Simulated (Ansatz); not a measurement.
CH5ClGeSi, SMILES `Cl[CH]1[SiH2][GeH2]1`, relaxed with RKS PBE0-D4/def2-TZVP in the Gaussian-basis code of Ansatz from a PBE-D4/def2-SVP geometry. The force threshold is 0.005 eV/Å; the program also tests the step.

The species carries charge 0 and has multiplicity 1.

Start:

```xyz
9

Cl   -1.214    1.384   -1.670
C    -0.123    0.910   -0.336
Si   -0.726   -0.282    1.041
Ge    1.004   -0.770   -0.452
H     0.458    1.784    0.018
H    -0.547    0.139    2.472
H    -2.046   -0.936    0.764
H     2.509   -0.568   -0.168
H     0.685   -1.662   -1.669
```

```csv
step,energy (eV),largest force (eV/Å),largest move (Å)
1,-78020.9356,0.610,0.000
2,-78020.9664,0.216,0.026
3,-78020.9706,0.061,0.014
4,-78020.9708,0.024,0.005
5 (rejected),-78020.9708,0.013,0.009
6,-78020.9709,0.002,0.004
```

End:

```xyz
9

Cl   -1.200    1.367   -1.646
C    -0.125    0.898   -0.329
Si   -0.721   -0.278    1.026
Ge    0.991   -0.773   -0.443
H     0.448    1.756    0.015
H    -0.531    0.138    2.437
H    -2.032   -0.912    0.763
H     2.479   -0.555   -0.160
H     0.691   -1.640   -1.663
```

Run time 20 s (4 threads of an Arm Neoverse V2 on a shared host); peak host memory 0.54 GiB.
